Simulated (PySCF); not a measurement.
Cl⁺ (chlorine, charge +1) across methods

[Ne] 3s2 3p3 4s1, high-spin 5S determinant (an excited configuration). Calculation: PySCF 2.14, in aug-cc-pV(Q+d)Z (7s6p5d3f2g, 89 functions); no relativity, point nucleus.

| method | E (hartree) | mean ε 3s β (eV) | mean ε 3p α (eV) | mean ε 4s α (eV) | Σ⟨r²⟩ (bohr²) | ⟨S²⟩ |
| --- | --- | --- | --- | --- | --- | --- |
| PBE0 | -459.0406 | -36.423 | -27.867 | -8.699 | 34.14 | 6.000 |
| r2SCAN | -459.1506 | -35.055 | -26.789 | -8.181 | 34.55 | 6.000 |
| UHF | -458.59227 | -39.406 | -32.667 | -9.985 | 34.89 | 6.000 |
| PBE | -459.0045 | -34.856 | -25.996 | -8.155 | 33.97 | 6.000 |
| revPBE | -459.1122 | -34.772 | -26.001 | -8.110 | 34.07 | 6.000 |
| LC-wPBE | -459.0505 | -39.683 | -30.917 | -10.317 | 34.33 | 6.000 |
| LDA | -457.6876 | -35.124 | -25.946 | -8.325 | 33.84 | 6.000 |
| PBEsol | -458.3157 | -34.803 | -25.935 | -8.185 | 33.99 | 6.000 |
| M06 | -459.1677 | -36.409 | -27.492 | -8.541 | 33.82 | 6.000 |

The outer electron is Rydberg-like, and this basis confines it to a smaller radius and binds it less than a complete one would.
